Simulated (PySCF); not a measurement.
Cl$_{6}$W, charge +1, doublet, at a GFN2-xTB geometry (such geometries of metal compounds can be far from the true shape) (the multiplicity is a formal guess) (core potentials on W); DF-CAMB3LYP/def2-SV(P) (PySCF).

The PySCF input:
```python
from pyscf import gto, scf, dft

mol = gto.Mole()
mol.atom = '''
    W    -0.095870   -0.052543    0.201437
    Cl    1.910165    0.840705   -1.067075
    Cl    0.869052    0.198377    2.145533
    Cl   -0.295857    0.044036   -2.324800
    Cl   -2.104466   -0.875460    0.450235
    Cl   -0.801419    2.056836    0.102828
    Cl    0.839843   -2.035778   -0.183563
'''
mol.basis = 'def2-sv(p)'
mol.ecp = {'W': 'def2-sv(p)'}
mol.charge = 1
mol.spin = 1
mol.verbose = 4
mol.build()

mf = dft.UKS(mol)
mf.xc = 'camb3lyp'
mf = mf.density_fit(auxbasis='def2-universal-jkfit')
mf.kernel()
mf.analyze()
```

Q: What does PySCF print? Leave out banner, timings and long lists.

A: 
```
PySCF version 2.14.0

[INPUT] verbose = 4
[INPUT] num. atoms = 7
[INPUT] num. electrons = 115
[INPUT] charge = 1
[INPUT] spin (= nelec alpha-beta = 2S) = 1
[INPUT] symmetry False subgroup None
[INPUT] Mole.unit = angstrom
[INPUT] Symbol           X                Y                Z      unit          X                Y                Z       unit  Magmom
[...]
nuclear repulsion = 998.673145775035
number of shells = 59
number of NR pGTOs = 266
number of NR cGTOs = 133
basis = def2-sv(p)
ecp = {'W': 'def2-sv(p)'}

******** <class 'pyscf.df.df_jk.DFUKS'> ********
method = DFUKS
initial guess = minao
damping factor = 0
level_shift factor = 0
DIIS = <class 'pyscf.scf.diis.CDIIS'>
diis_start_cycle = 1
diis_space = 8
diis_damp = 0
SCF conv_tol = 1e-09
SCF conv_tol_grad = None
SCF max_cycles = 50
direct_scf = False
number electrons alpha = 58  beta = 57
XC library pyscf.dft.libxc version 7.1.2
    S. Lehtola, C. Steigemann, M. J. T. Oliveira, and M. A. L. Marques,  SoftwareX 7, 1–5 (2018)
XC functionals = camb3lyp
    T. Yanai, D. P. Tew, and N. C. Handy,  Chem. Phys. Lett. 393, 51 (2004)
radial grids:
    Treutler-Ahlrichs [JCP 102, 346 (1995); DOI:10.1063/1.469408] (M4) radial grids

becke partition: Becke, JCP 88, 2547 (1988); DOI:10.1063/1.454033
pruning grids: <function nwchem_prune>
grids dens level: 3
symmetrized grids: False
atomic radii adjust function: <function treutler_atomic_radii_adjust>
small_rho_cutoff = 0
Set gradient conv threshold to 3.16228e-05
tot grids = 137592
******** <class 'pyscf.df.df.DF'> ********
auxbasis = def2-universal-jkfit
Create RSH-DF object <pyscf.df.df.DF object> for omega=0.33
******** <class 'pyscf.df.df.DF'> ********
auxbasis = auxmol.basis = def2-universal-jkfit
init E= -2815.17380058738

cycle= 1 E= -2826.93160111528  delta_E= -11.8  |g|= 0.73  |ddm|= 5.39
cycle= 2 E= -2824.40112808434  delta_E= 2.53  |g|= 2.43  |ddm|= 2.75
cycle= 3 E= -2827.22299736961  delta_E= -2.82  |g|= 0.0893  |ddm|= 2.03
cycle= 4 E= -2827.22570920971  delta_E= -0.00271  |g|= 0.0521  |ddm|= 0.149
cycle= 5 E= -2827.22730876935  delta_E= -0.0016  |g|= 0.00762  |ddm|= 0.0755
cycle= 6 E= -2827.22735614896  delta_E= -4.74e-05  |g|= 0.00255  |ddm|= 0.0145
cycle= 7 E= -2827.22736576513  delta_E= -9.62e-06  |g|= 0.00105  |ddm|= 0.00737
cycle= 8 E= -2827.22736767006  delta_E= -1.9e-06  |g|= 0.000383  |ddm|= 0.00305
cycle= 9 E= -2827.22736814853  delta_E= -4.78e-07  |g|= 0.000145  |ddm|= 0.00194
[...]
converged SCF energy = -2827.22736820848  <S^2> = 0.76177628  2S+1 = 2.0117418
Total Energy =                       -2827.227368208481948
[...]
spin_pop of  3 Cl 3pz       0.03876
spin_pop of  3 Cl 4px       0.00024
spin_pop of  3 Cl 4py       0.00014
spin_pop of  3 Cl 4pz      -0.00007
spin_pop of  3 Cl 3dxy      0.00007
spin_pop of  3 Cl 3dyz     -0.00009
spin_pop of  3 Cl 3dz^2     0.00015
spin_pop of  3 Cl 3dxz     -0.00066
spin_pop of  3 Cl 3dx2-y2    0.00002
spin_pop of  4 Cl 1s        0.00000
spin_pop of  4 Cl 2s        0.00000
spin_pop of  4 Cl 3s       -0.00008
spin_pop of  4 Cl 4s        0.00008
spin_pop of  4 Cl 2px       0.00000
spin_pop of  4 Cl 2py       0.00000
spin_pop of  4 Cl 2pz      -0.00000
spin_pop of  4 Cl 3px      -0.00050
spin_pop of  4 Cl 3py       0.00010
spin_pop of  4 Cl 3pz      -0.00680
spin_pop of  4 Cl 4px       0.00001
spin_pop of  4 Cl 4py       0.00000
spin_pop of  4 Cl 4pz      -0.00020
spin_pop of  4 Cl 3dxy      0.00001
spin_pop of  4 Cl 3dyz      0.00001
spin_pop of  4 Cl 3dz^2    -0.00002
spin_pop of  4 Cl 3dxz      0.00007
spin_pop of  4 Cl 3dx2-y2    0.00001
spin_pop of  5 Cl 1s       -0.00000
spin_pop of  5 Cl 2s        0.00000
spin_pop of  5 Cl 3s       -0.00010
spin_pop of  5 Cl 4s       -0.00014
spin_pop of  5 Cl 2px      -0.00000
spin_pop of  5 Cl 2py      -0.00000
spin_pop of  5 Cl 2pz      -0.00000
spin_pop of  5 Cl 3px      -0.00071
spin_pop of  5 Cl 3py      -0.00000
spin_pop of  5 Cl 3pz      -0.00082
spin_pop of  5 Cl 4px      -0.00002
spin_pop of  5 Cl 4py      -0.00001
spin_pop of  5 Cl 4pz      -0.00002
spin_pop of  5 Cl 3dxy      0.00000
spin_pop of  5 Cl 3dyz      0.00000
spin_pop of  5 Cl 3dz^2    -0.00002
spin_pop of  5 Cl 3dxz     -0.00003
spin_pop of  5 Cl 3dx2-y2   -0.00001
spin_pop of  6 Cl 1s       -0.00000
spin_pop of  6 Cl 2s        0.00000
spin_pop of  6 Cl 3s       -0.00010
spin_pop of  6 Cl 4s       -0.00012
spin_pop of  6 Cl 2px      -0.00000
spin_pop of  6 Cl 2py      -0.00000
spin_pop of  6 Cl 2pz      -0.00000
spin_pop of  6 Cl 3px      -0.00082
spin_pop of  6 Cl 3py       0.00014
spin_pop of  6 Cl 3pz      -0.00087
spin_pop of  6 Cl 4px      -0.00001
spin_pop of  6 Cl 4py      -0.00002
spin_pop of  6 Cl 4pz      -0.00003
spin_pop of  6 Cl 3dxy     -0.00001
spin_pop of  6 Cl 3dyz     -0.00002
spin_pop of  6 Cl 3dz^2    -0.00001
spin_pop of  6 Cl 3dxz     -0.00002
spin_pop of  6 Cl 3dx2-y2   -0.00000
In total            58.00000 | 57.00000

WARN: System has nonzero charge 1; the dipole moment is origin-dependent.
Location of origin: [0. 0. 0.]

Dipole moment(X, Y, Z, Debye): -0.65133, -0.35673,  1.36859
```
